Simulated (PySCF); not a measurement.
Species: C2H9OSi2 (doublet state).
Z-matrix (Å and degrees, GFN2-xTB geometry), rows numbered from 1:
```
C 
O   1  1.3923
Si  2  1.6284  1  127.21
C   3  1.8931  2  100.55  1   179.21
Si  4  1.8994  3  112.73  2    13.37
H   1  1.0928  2  110.81  3    60.87
H   1  1.0929  2  110.93  3   -59.72
H   1  1.0908  2  108.18  3  -179.44
H   3  1.4684  2  110.50  1    58.53
H   3  1.4685  2  110.41  1   -60.93
H   4  1.0888  3  108.87  2   136.36
H   4  1.0893  3  109.38  2  -108.58
H   5  1.4576  4  114.39  3   -71.09
H   5  1.4589  4  114.17  3    61.55
```

The hyperfine couplings belong to this conformer and change with its torsions.

Identity: `CO[SiH2]C[SiH2]` [radical].

Computed with UKS B3LYP, pcH-1 on C H O Si, non-relativistic, mean-field spin-orbit, GIAO in PySCF 2.14.0. The structure is a single GFN2-xTB conformer in the gas phase; no vibrational or solvent corrections. A GFN2-xTB geometry isn't a minimum of the functional, and hyperfine couplings can be far from their values at a DFT geometry, by a factor of two or more for some ions and for spin on atoms past the first row. No stability test was run, so a lower SCF solution isn't excluded.

**Question.** Break the g tensor into its mass correction, gauge correction and orbital-Zeeman/spin–orbit terms.

**Answer.** 
```csv
Δg (ppm),1,2,3
relativistic mass correction,-132,-132,-132
gauge correction,11,73,105
orbital Zeeman/spin–orbit,-86,1775,2118
total,-206,1716,2092
```

So g = 2.00211, 2.00404, 2.00441 and g_iso = 2.00352; the tensor is rhombic: the two nearest values differ by 16 % of g3 − g1. Axes: g2 points within 7° of the C4–Si5 bond.

**Question.** What effective moment and Curie constant follow for a powder?

**Answer.** With the mean of g² = 4.0141 and S(S+1) = 0.75: μ_eff = √(⟨g²⟩S(S+1)) = 1.735 μB and χT = 0.12505·⟨g²⟩·S(S+1) = 0.376 cm³ K/mol (cgs; spin-Hamiltonian part alone).

**Question.** At 9.772 GHz, how far is the centre of the isotropic spectrum from where a free electron (g = 2.002319) resonates?

**Answer.** B = hν/(g μB) with μB/h = 13.99624 MHz/mT gives 348.69 mT for the free electron and 348.48 mT at g_iso, 0.21 mT lower.

**Question.** What are the electron Larmor frequencies g μB B/h along the three axes at 350 mT?

**Answer.** 9.8077, 9.8171, 9.8190 GHz for g1, g2 and g3, a range of 11.3 MHz.

**Question.** In a frozen sample, at which fields do the three g values resonate at 9.5, 34, 94 and 263 GHz (hyperfine left aside), and which band first spreads them over more than twice a line width of 1.0 mT?

**Answer.** 
| band | GHz | B(g3) mT | B(g2) mT | B(g1) mT | spread mT |
| --- | --- | --- | --- | --- | --- |
| X | 9.5 | 338.63 | 338.69 | 339.02 | 0.39 |
| Q | 34.0 | 1211.94 | 1212.17 | 1213.33 | 1.39 |
| W | 94.0 | 3350.65 | 3351.28 | 3354.50 | 3.85 |
| J | 263.0 | 9374.70 | 9376.46 | 9385.46 | 10.76 |

The spread grows in proportion to the frequency. W band is the first where it exceeds 2.0 mT.

The largest Mulliken spin population is on Si5 (+0.97). The angles at Si5 add up to 341.7°, so it is pyramidal.

The HOMO–LUMO gaps are 5.42 eV among the α and 5.85 eV among the β orbitals.
